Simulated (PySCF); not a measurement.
Screening by computed properties: pick the candidate that meets the target.

Species are written as SMILES; each is one conformer at its optimised geometry, gas phase, non-relativistic unless stated. Electronic properties by PySCF.

The conformers computed, where there is a choice (atom-mapped SMILES and torsion angles):
- `[O:1]=[CH:2][c:3]1[p:4][cH:5][p:6][cH:7][c:8]1[F:9]`: O1–C2–C3–P4 -3°
- `[NH2:1][SiH2:2][NH:3][CH:4]1[CH2:5][CH2:6]1`: N1–Si2–N3–C4 150°, Si2–N3–C4–C5 115°, H–N1–Si2–N3 150°, H–N1–Si2–N3 -62°
- `[SiH3:1][C:2]#[C:3][Si@H:4]([Cl:5])[CH:6]1[CH2:7][CH2:8]1`: C3–Si4–C6–C7 -159°
- `[CH3:1][O:2][C@@H:3]([F:4])[CH2:5][C:6]#[N:7]`: C1–O2–C3–F4 70°, O2–C3–C5–C6 63°

(1) Wanted: HOMO–LUMO gap below 8 eV (CAM-B3LYP/def2-SVPD) and lowest singlet excitation below 7 eV (TDDFT CAM-B3LYP/def2-SVPD), at PBE0-D3(BJ)/def2-SVP geometries. Which candidate meets both?
A. `N[SiH2]NC1CC1`
B. `[SiH3]C#C[Si@H](Cl)C1CC1`
C. `O=Cc1pcpcc1F`
D. `C(C#N)[C@H](F)OC`

(2) Wanted: electronic spatial extent ⟨r²⟩ about the centre of nuclear charge between 900 bohr² and 2000 bohr² (CAM-B3LYP/def2-SVPD) and smallest rotational constant above 1 GHz (PBE0-D3(BJ)/def2-SVP), at PBE0-D3(BJ)/def2-SVP geometries. Which candidate meets both?
A. `N[SiH2]NC1CC1`
B. `[SiH3]C#C[Si@H](Cl)C1CC1`
C. `C(C#N)[C@H](F)OC`
D. `O=Cc1pcpcc1F`

(3) Wanted: static isotropic polarisability above 100 au (CAM-B3LYP/def2-SVPD) and HOMO energy below -9.2 eV (CAM-B3LYP/def2-SVPD), at PBE0-D3(BJ)/def2-SVP geometries. Which candidate meets both?
A. `[SiH3]C#C[Si@H](Cl)C1CC1`
B. `C(C#N)[C@H](F)OC`
C. `N[SiH2]NC1CC1`
D. `O=Cc1pcpcc1F`

Answers

(1) C. Computed values:
| species | HOMO–LUMO gap | lowest singlet excitation |
| --- | --- | --- |
| O=Cc1pcpcc1F | 6.82 eV | 3.37 eV |
| N[SiH2]NC1CC1 | 9.16 eV | 6.29 eV |
| [SiH3]C#C[Si@H](Cl)C1CC1 | 9.58 eV | 5.42 eV |
| C(C#N)[C@H](F)OC | 11.49 eV | 7.61 eV |

(2) A. Computed values:
```csv
species,electronic spatial extent ⟨r²⟩ about the centre of nuclear charge,smallest rotational constant
C(C#N)[C@H](F)OC,853 bohr²,1.328 GHz
N[SiH2]NC1CC1,969 bohr²,1.278 GHz
O=Cc1pcpcc1F,1524 bohr²,0.668 GHz
[SiH3]C#C[Si@H](Cl)C1CC1,2576 bohr²,0.421 GHz
```

(3) A. Computed values:
```csv
species,static isotropic polarisability,HOMO energy
C(C#N)[C@H](F)OC,57.6 au,-10.43 eV
N[SiH2]NC1CC1,76.8 au,-7.95 eV
O=Cc1pcpcc1F,110.6 au,-9.02 eV
[SiH3]C#C[Si@H](Cl)C1CC1,125.1 au,-9.47 eV
```
